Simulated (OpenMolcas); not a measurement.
Computed levels of Au3+

* Program: OpenMolcas
* Method: CASSCF
* Basis: ANO-RCC-VTZP [8s7p5d3f1g]
* Scalar Hamiltonian: DKH2, point nucleus
* Active space: 8 electrons in 5 orbitals (5d)
* State averaging: 2S+1 = 3 even, 10 roots; 2S+1 = 1 even, 15 roots kept (CI in the orbitals of an earlier block)
* Spin-orbit coupling: state interaction with AMFI integrals over the reference wave functions, term energies averaged over their components

Spin-free terms above the lowest, with the occupations of the reference:

```
Configuration  Term  E (eV)  Occupations
          5d8    3F  0.0000      5d 8.00
          5d8    1D  1.5361      5d 8.00
          5d8    3P  1.7433      5d 8.00
          5d8    1G  2.3497      5d 8.00
          5d8    1S  5.8994      5d 8.00
```

With spin-orbit coupling, above the lowest level:

```json
{"Configuration": "5d8", "Term": "3F", "J": "4", "E (eV)": "0.0000", "Measured (eV)": "0.0000", "g": "1.241", "Term weight %": "96", "Second": "4 1G"}
{"Configuration": "5d8", "Term": "1D", "J": "2", "E (eV)": "1.1681", "Measured (eV)": "", "g": "1.029", "Term weight %": "48", "Second": "28 3F"}
{"Configuration": "5d8", "Term": "3F", "J": "3", "E (eV)": "1.5330", "Measured (eV)": "1.5242", "g": "1.084", "Term weight %": "100", "Second": ""}
{"Configuration": "5d8", "Term": "3P", "J": "2", "E (eV)": "2.5791", "Measured (eV)": "", "g": "1.111", "Term weight %": "53", "Second": "47 3F"}
{"Configuration": "5d8", "Term": "3P", "J": "0", "E (eV)": "2.9232", "Measured (eV)": "2.2547", "g": "", "Term weight %": "86", "Second": "14 1S"}
{"Configuration": "5d8", "Term": "3P", "J": "1", "E (eV)": "3.2764", "Measured (eV)": "2.6644", "g": "1.501", "Term weight %": "100", "Second": ""}
{"Configuration": "5d8", "Term": "1G", "J": "4", "E (eV)": "3.6716", "Measured (eV)": "3.1867", "g": "1.009", "Term weight %": "96", "Second": "4 3F"}
{"Configuration": "5d8", "Term": "1D", "J": "2", "E (eV)": "4.1314", "Measured (eV)": "", "g": "1.026", "Term weight %": "52", "Second": "25 3F"}
{"Configuration": "5d8", "Term": "1S", "J": "0", "E (eV)": "7.7855", "Measured (eV)": "6.8536", "g": "", "Term weight %": "86", "Second": "14 3P"}
```

Against the 5 measured excited levels shown (Zainab et al., Astrophys. J. Suppl. Ser. 267, 12 (2023)) the mean absolute deviation is 4400 cm-1; the largest miss in energy is 5d8 1S0: computed 7.7855, measured 6.8536 eV (+13.6 %), and the largest in proportion 5d8 3P0 (+29.7 %).

Spin-orbit coupling puts the lowest level 1.1842 eV below the lowest spin-free term.

A least-squares Racah fit to the terms below 60000 cm-1, each weighted by 2L + 1 and with a free common offset, gives B = 937 cm-1 and C = 3851 cm-1 (C/B = 4.11), with an rms deviation of 0 cm-1.

Without dynamic correlation excited terms often stand tens of per cent too high (terms of higher spin than the ground term too low), and those without a measured partner can miss by more than the paired ones. Terms from blocks run as CI alone lack orbitals of their own. Measured partners are found by configuration, term and J. A level has none where our copy of the source lacks it or the pairing is in doubt (some pairs that miss far off the trend of their configuration count as doubtful), and it then counts in no deviation. Only configurations of the active space appear.

The RASSCF and RASSI steps took 3.4 s on 1 thread of Intel(R) Xeon(R) 6975P-C (Granite Rapids), with other jobs on the host; the integral step is not counted.

The term weight is that of the spin-free term in the level, not the purity of its configuration.
